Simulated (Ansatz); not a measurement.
`CC1=C[Se]1` + H₂ → `C1=C[Se]1` + CH₄ at 600 K and 1 bar (hydrogenolysis of a C–C bond).

Isolated molecules relaxed with PBE0-D4/def2-TZVP in Ansatz; ΔE leaves out vibrations. CCSD(T)/CBS is the MP2 limit (def2-TZVPP, def2-QZVPP) plus CCSD(T) − MP2 in def2-TZVPP, frozen cores. This one scheme is used for every species. For Se outer-core shells are correlated without core-valence functions, which leaves a few kJ/mol of doubt a bond. Scalar relativity is left out up to krypton.

| species | CCSD(T)/CBS energy (Eh) | H − E (kJ/mol) | S (J/(mol·K)) |
| --- | --- | --- | --- |
| `CC1=C[Se]1` | -2517.18393 | 195.6 | 373.8 |
| H₂ | -1.17544 | 43.9 | 150.8 |
| `C1=C[Se]1` | -2477.91098 | 107.5 | 312.1 |
| CH₄ | -40.46206 | 140.4 | 215.7 |

H − E and S are ideal-gas, rigid-rotor, harmonic terms from PBE0-D4/def2-TZVP. For small species the MP2-based limit differs from directly extrapolated CCSD(T) by up to some mEh (0.8 for H₂); such offsets cancel only in part. 1 Eh = 2625.50 kJ/mol, R = 8.31446 J/(mol·K).

Problem. By hand: ΔE, ΔH, ΔS and ΔG.

Solution. ΔE = (-2477.91098) + (-40.46206) − (-2517.18393) − (-1.17544) = -0.01367 Eh = -35.9 kJ/mol. Δ(H − E) = 107.5 + 140.4 − 195.6 − 43.9 = 8.4, so ΔH = -27.5 kJ/mol. ΔS = 312.1 + 215.7 − 373.8 − 150.8 = 3.2 J/(mol·K). ΔG = -27.5 − 600 × (3.2)/1000 = -29.4 kJ/mol.

Problem. By hand: the equilibrium constant, and the temperature at which ΔG would vanish if ΔH and ΔS stayed fixed.

Solution. log₁₀ K = −ΔG/(RT ln 10) = 2.6. ΔH and −TΔS have one sign here, so there is no such temperature.

The number of gas molecules stays the same, so ΔS is small and ΔH decides. A doubt of 5 kJ/mol in ΔE shifts log₁₀ K by 0.4 here. These are equilibria of isolated gas molecules and say nothing of rates. Largest T1 diagnostic: 0.010 (customary marks: 0.02 for closed shells, 0.045 for open ones).

ΔS is within the doubt of such terms, so its sign, and with it that verdict, could turn.
